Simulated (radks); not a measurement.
Numerical settings for neutral carbon, [He] 2s2 2p2. All-electron calculation, Dirac Kohn-Sham, PBEsol, spin-unpolarised, spherical densities, point nucleus; open shells fill j = l - 1/2 first. Program: a radial shooting solver on a logarithmic mesh with Libxc functionals. The defaults (mesh step 0.008 in ln r, mesh end at 40 bohr or more with all orbitals vanishing there, Anderson mixing 0.5 over 9 steps, residual threshold near 1e-9 with the energy settled to 1e-9 hartree or 1e-11 of itself, here a cap of 59 iterations) give E = -37.5938 hartree and 2p1/2 at -5.236 eV in 13 iterations. Run on one thread of a shared host, so times are rough (Arm Neoverse V1): 0.05 s of CPU time, 0.05 s wall, 13 iterations on 2496 mesh points. Changes against that run (0 stands for a change within the tolerance of the run):

setting	iterations	converged	E (mhartree)	e(2p1/2) (meV)	CPU (s)
mesh step in ln r 0.012	13	yes	0	0	0.03
mesh step in ln r 0.005	13	yes	0	0	0.07
mesh step in ln r 0.2	59	no	-2.53e+05	-	0.07
mesh end (bohr) 2	13	level above zero	+2.66e+03	+3.38e+04	0.03
mesh end (bohr) 5	13	yes	+21.7	+1e+03	0.04
residual threshold 1e-13	19	yes	0	0	0.06
residual threshold 0.1	8	yes	0	+0.125	0.03
mixing 0.05	16	yes	0	0	0.05
linear mixing, mixing 0.05	59	no	+0.0378	-300	0.15
linear mixing, mixing 0.5	30	yes	0	0	0.08
mixing history 2	19	yes	0	0	0.06
iteration cap 5	5	no	+0.0119	-57.1	0.02

Settled on a wrong energy, with an occupied level pushed above zero by the early mesh end: mesh end (bohr) 2 (+2.66 hartree). Apart from these: settings that end as converged yet miss the energy by more than 1 mhartree: mesh end (bohr) 5 (+0.0217 hartree). A mesh that ends early acts as a hard wall.
